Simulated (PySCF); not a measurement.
C₂H₇Si (SMILES C[SiH]C), doublet, geometry from GFN2-xTB. Base run: PySCF with B3LYP/pcseg-1.

PySCF was given this input:
```python
from pyscf import gto, scf, dft

mol = gto.M(
    atom='''
C    -1.561851    0.494542    0.032452
Si   -0.000348   -0.582102    0.136776
C     1.568961    0.455053   -0.127646
H    -1.642629    0.962311   -0.948089
H    -2.459033   -0.096468    0.189415
H    -1.554842    1.288253    0.774352
H    -0.062279   -1.713336   -0.795304
H     1.561054    0.921903   -1.111913
H     2.462319   -0.158542   -0.062244
H     1.657624    1.247734    0.610079
''',
    basis='pcseg-1',
    charge=0,
    spin=1,
    verbose=4,
    symmetry=True,
)

mf = dft.UKS(mol)
mf.xc = 'b3lyp'
mf.kernel()
mf.analyze()
```

Each row names what was changed in the base input (with any setting that the change needs).

```
change                               ΔE vs base (eV)  point group used  SCF cycles
-----------------------------------  ---------------  ----------------  ----------
base                                            0.00                Cs           9
irrep_nelec = A':(10, 10) A":(7, 6)             4.97                Cs          11
symmetry = off                                  0.00                C1           9
irrep_nelec = A':(12, 10) A":(5, 6)             8.66                Cs          11
```

Open shells are given as the SCF converged; they aren't shown to be the lowest states, and a large step between rows can be another state.
